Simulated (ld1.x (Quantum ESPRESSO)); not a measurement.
**Pseudopotential generation for manganese (Mn): TM, PBE, scalar-relativistic.**

* Element: Mn (Z = 25)
* Generator: ld1.x (Quantum ESPRESSO) 7.5
* Type: norm-conserving Troullier–Martins (Kleinman–Bylander form)
* Functional: PBE
* Relativity: scalar-relativistic
* Frozen core: [Ne] 3s2
* Valence charge: 13
* Reference configuration: 3p6 3d5 4s2 4p0
* Partial waves: 4s (bound): rc 1.70 bohr; 3p (bound): rc 1.15 bohr; 3d (bound): rc 1.65 bohr
* Local potential: the d channel
* Core correction: Bessel-smoothed model core, default radius (core density twice the valence density)

- Cutoffs needed: 90 Ry and 140 Ry (the cutoffs (Ry, on a coarse ladder) from which the occupation-weighted sum of valence levels, in a spherical-Bessel basis at the reference potential, stays within 10 and 1 mRy of its value at 400 Ry)
- Ghost test: ghost state, extra bound levels that the all-electron valence spectrum of the same l lacks: s at -111.9 eV; a true bound ghost makes a file unfit for plane-wave use (spherical-Bessel basis up to 400 Ry, 20 bohr box)
- Largest excitation error: -335 meV (all-electron minus pseudo) for 3p6 3d5 4s0 4p2, out of 7 test configurations
